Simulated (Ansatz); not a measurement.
Ge2H12Si3, SMILES `[SiH3][GeH2][SiH2][GeH2][SiH3]`, relaxed with RKS PBE0-D4/def2-TZVP in Ansatz from a GFN2-xTB geometry. The force threshold is 0.005 eV/Å; the program also tests the step.

Total charge 0; spin multiplicity 1.

Start:

```xyz
17

Si   -0.039   -2.846   -0.716
Ge   -0.170   -1.560    1.237
Si   -1.342    0.472    1.322
Ge   -0.617    1.810   -0.466
Si    1.640    2.306   -0.848
H     0.939   -3.930   -0.617
H    -1.341   -3.436   -1.036
H     0.351   -1.985   -1.837
H     1.249   -1.277    1.702
H    -0.612   -2.438    2.394
H    -2.787    0.225    1.243
H    -1.114    1.163    2.597
H    -1.427    3.095   -0.478
H    -1.172    1.190   -1.739
H     2.414    1.062   -0.883
H     1.854    3.013   -2.111
H     2.173    3.136    0.235
```

| step | energy (eV) | largest force (eV/Å) | largest move (Å) |
| --- | --- | --- | --- |
| 1 | -136841.6911 | 0.474 | 0.000 |
| 2 | -136841.8370 | 0.296 | 0.167 |
| 3 | -136841.9153 | 0.059 | 0.110 |
| 4 | -136841.9310 | 0.039 | 0.156 |
| 5 | -136841.9424 | 0.088 | 0.195 |
| 6 | -136841.9452 | 0.082 | 0.084 |
| 7 | -136841.9476 | 0.041 | 0.048 |
| 8 | -136841.9494 | 0.050 | 0.044 |
| 9 | -136841.9502 | 0.089 | 0.056 |
| 10 | -136841.9517 | 0.053 | 0.035 |
| 11 | -136841.9522 | 0.024 | 0.017 |
| 12 | -136841.9525 | 0.022 | 0.022 |
| 13 | -136841.9527 | 0.016 | 0.013 |
| 14 | -136841.9528 | 0.008 | 0.005 |
| 15 | -136841.9529 | 0.001 | 0.010 |
| 16 | -136841.9529 | 0.007 | 0.017 |
| 17 | -136841.9529 | 0.007 | 0.011 |
| 18 | -136841.9529 | 0.004 | 0.009 |

End:

```xyz
17

Si   -0.027   -2.577   -0.749
Ge    0.040   -1.474    1.358
Si   -1.339    0.466    1.304
Ge   -0.784    1.731   -0.635
Si    1.572    2.041   -0.754
H     0.818   -3.800   -0.744
H    -1.427   -2.959   -1.074
H     0.470   -1.654   -1.805
H     1.489   -1.045    1.659
H    -0.407   -2.434    2.477
H    -2.771    0.059    1.265
H    -1.117    1.294    2.521
H    -1.502    3.094   -0.626
H    -1.256    0.960   -1.883
H     2.241    0.714   -0.821
H     1.951    2.832   -1.954
H     2.049    2.751    0.462
```

Run time 17 s (3 threads of an AMD EPYC 7R13 on a shared host and a share of an NVIDIA H100 80 GB); peak host memory 1.1 GiB.
